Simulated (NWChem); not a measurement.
# BCl

Computed with NWChem. Pople sets run with spherical d functions. All runs use the structure optimised with PBE-D3(BJ)/def2-SVP. Vertical excitations in the gas phase.

### Question
What does the run give for PBE/6-31+G*, TDA? Quantities: lowest excitation, singlet (eV); oscillator strength of that lowest state; orbital gap (eV).

### Answer
```json
{
  "lowest excitation, singlet (eV)": "4.90",
  "oscillator_strength_of_that_lowest_state": "0.138",
  "orbital gap (eV)": "3.42"
}
```
